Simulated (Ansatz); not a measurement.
In(pzH)Cl3 (C3H4Cl3InN2), relaxed as a singlet with RKS PBE-D4/def2-SVP in Ansatz, starting from the GFN2-xTB geometry. Force threshold 0.02 eV/Å.

In the def2 sets In takes a core potential; there is no spin–orbit coupling.

Start:

```xyz
13

In    1.2297    0.1270   -2.1217
N     0.2795    0.0418   -0.0273
C     0.6359    0.1790    1.2376
C    -0.4800    0.0164    2.0608
C    -1.5278   -0.2270    1.1982
N    -1.0257   -0.2019   -0.0415
H     1.6564    0.3839    1.4993
H    -0.5137    0.0691    3.1289
H    -2.5652   -0.4097    1.3946
H    -1.4928   -0.3426   -0.9293
Cl   -0.1297    1.8637   -2.8270
Cl    0.4471   -1.9777   -2.6910
Cl    3.4862    0.4779   -1.8816
```

(1) Estimate the energy that the relaxation releases and the steps that it takes.

(2) Does the start keep its bonding and symmetry?

(3) Predict the relaxed structure.

Answers

(1) 8.4 kcal/mol, in 18 steps; 1.8 min on 4 threads of Intel Xeon on a shared host. No frequencies were taken in this run, so the end may be a saddle point.

(2) By distances, no bond broke or formed. The bond that changes most is In1–Cl12, from 2.32 to 2.42 Å (atoms count from 1).

(3) 
Cartesian coordinates in Å:
```
In 1.168 0.228 -2.129
N 0.202 0.135 -0.068
C 0.418 0.696 1.136
C -0.547 0.237 2.055
C -1.357 -0.637 1.322
N -0.870 -0.664 0.061
H 1.251 1.395 1.277
H -0.645 0.503 3.111
H -2.232 -1.231 1.607
H -1.168 -1.177 -0.792
Cl 0.904 2.470 -2.818
Cl -0.475 -1.344 -2.954
Cl 3.351 -0.611 -1.809
```
Bond lengths: 3 × Cl–In 2.36 to 2.42 Å; 2 × C–N 1.35 Å; 2 × C–C 1.40 to 1.41 Å; 1 × In–N 2.28 Å; 1 × N–N 1.34 Å; 3 × C–H 1.09 to 1.10 Å; 1 × H–N 1.04 Å.
